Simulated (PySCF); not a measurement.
# [BiO3]− relaxed at several levels

Computed with PySCF 2.14.0, def2-SVP on the ligands, density fitting, scalar-relativistic core potentials, no spin-orbit coupling, vacuum. Each row is relaxed at its own level from the same template. Distances are means of the shortest metal–ligand contacts, charges and spins Mulliken's.

```csv
level,basis on the metal,point group,M–O (Å),charge on M (e),HOMO–LUMO gap (eV),"strongest infrared band, degenerate modes summed (cm⁻¹)",unstable modes (below −25 cm⁻¹)
BP86,def2-SVP with ECP60,D3h,2.000,0.79,1.67,658,0
```

Task: What does the calculation give for PBE0, def2-SVP with ECP60?

Result: point group: D3h, M–O (Å): 1.962, charge on M (e): 1.02, HOMO–LUMO gap (eV): 4.53, strongest infrared band, degenerate modes summed (cm⁻¹): 711, unstable modes (below −25 cm⁻¹): 0.
```xyz
4

Bi    0.0000    0.0000    0.0000
O     1.9622    0.0000    0.0000
O    -0.9811    1.6993    0.0000
O    -0.9811   -1.6993    0.0000
```

One start shape was tried for each, so a minimum needn't be the lowest isomer.
